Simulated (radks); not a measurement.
Pm45+, configuration [Ne] 3s2 3p4.

Method: Dirac Kohn-Sham, relativistic LDA (MacDonald-Vosko exchange, VWN5 correlation), spin-unpolarised, spherical densities, finite nucleus; open shells fill j = l - 1/2 first; Fermi nuclear charge, rms radius 4.962 fm; computed with a radial shooting solver on a logarithmic mesh with Libxc functionals.

Energy parts (Ry):
total: -16263.5797
kinetic: 17787.2008
electron-nucleus: -35871.8768
Hartree: 2038.7421
exchange-correlation: -217.6458

Orbitals (lengths in bohr, moments of r in powers of bohr; <r^-3> diverges for s and p1/2; r(max) is where P^2 peaks; r(90%) holds 90 % of the orbital's charge):
| orbital | occ. | eigenvalue (Ry) | r(90%) | r(max) | <r^-3> | <1/r> |
|---|---|---|---|---|---|---|
| 1s1/2 | 2 | -3498.693 | 0.0420 | 0.01485 | - | 67.14 |
| 2s1/2 | 2 | -740.4959 | 0.151 | 0.08382 | - | 16.13 |
| 2p1/2 | 2 | -715.2498 | 0.134 | 0.06350 | - | 16.07 |
| 2p3/2 | 4 | -673.5880 | 0.142 | 0.06892 | 8546 | 14.42 |
| 3s1/2 | 2 | -289.3641 | 0.347 | 0.2261 | - | 6.467 |
| 3p1/2 | 2 | -280.0373 | 0.335 | 0.2115 | - | 6.403 |
| 3p3/2 | 2 | -269.4818 | 0.348 | 0.2213 | 2243 | 5.965 |

The highest occupied level is 3p3/2 at -3666.5 eV. The electron density at the nucleus is 4.875e+05 e/bohr^3. For comparison, the ionisation energy in NIST's Atomic Spectra Database is 3718 eV (theoretical). In exact Kohn-Sham theory the highest level is minus the ionisation energy, but local and semilocal functionals leave it too shallow, through self-interaction and a potential that decays too fast; potentials with the right tail come closer.

Beside tabulated values, note that spin-unpolarised runs miss the spin-polarisation part of the exchange energy of open shells.
